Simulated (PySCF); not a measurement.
**Magnetic susceptibility: `C=Cc1cc2[nH]ccc2s1`, C8H7NS**

Geometry (Å), atoms numbered from 1 in this order:
```xyz
17

C     3.530    0.753    0.073
C     2.604   -0.132   -0.286
C     1.206   -0.041    0.026
C     0.231   -0.939   -0.332
C    -1.032   -0.543    0.138
N    -2.318   -0.991    0.106
C    -3.103   -0.101    0.784
C    -2.340    0.934    1.262
C    -1.023    0.658    0.855
S     0.570    1.314    0.954
H     4.565    0.628   -0.192
H     3.276    1.630    0.644
H     2.881   -1.008   -0.861
H     0.429   -1.829   -0.901
H    -2.641   -1.833   -0.339
H    -4.159   -0.263    0.881
H    -2.683    1.775    1.830
```

Method used: GIAO PBE0/pcSseg-1 magnetisability, rotational g tensor and spin-rotation constants, non-relativistic, gas phase in PySCF 2.14.0. Geometry: GFN2-xTB.

What are the magnetisability and the molar susceptibility?

Isotropic -1607 × 10⁻³⁰ J/T², or -96.8 × 10⁻⁶ cm³/mol; principal values -2431, -1272, -1118 × 10⁻³⁰ J/T², anisotropy 1243 × 10⁻³⁰ J/T² (root of half the summed squared differences of the principal values). The susceptibility is in cgs units.

Split it along the inertial axes a, b, c into diamagnetic and paramagnetic parts about the centre of mass, with the quadrupole moment.


```
axis  χ (10⁻⁶ cm³/mol)  diamagnetic (10⁻⁶ cm³/mol)  paramagnetic (10⁻⁶ cm³/mol)  summed x² of all electrons (Å²)  quadrupole Θ (D Å)
   a             -76.6                      -458.0                        381.5                            362.0              +10.00
   b             -67.4                     -1599.7                       1532.3                             92.9               +6.90
   c            -146.4                     -1929.8                       1783.4                             15.1              -16.90
```
Anisotropies 2χaa − χbb − χcc = +60.6 and 2χbb − χaa − χcc = +88.3 × 10⁻⁶ cm³/mol. Θ is traceless in Buckingham's convention.

And the rotational g tensor?


| axis | rotational constant (GHz) | g | nuclear part | electronic part |
| --- | --- | --- | --- | --- |
| a | 3.5429 | -0.0620 | 0.5729 | -0.6349 |
| b | 0.8042 | -0.0169 | 0.5621 | -0.5789 |
| c | 0.6554 | +0.0149 | 0.5641 | -0.5492 |

Asymmetric top; isotopes 12C, 1H, 14N, 32S; no vibrational averaging.
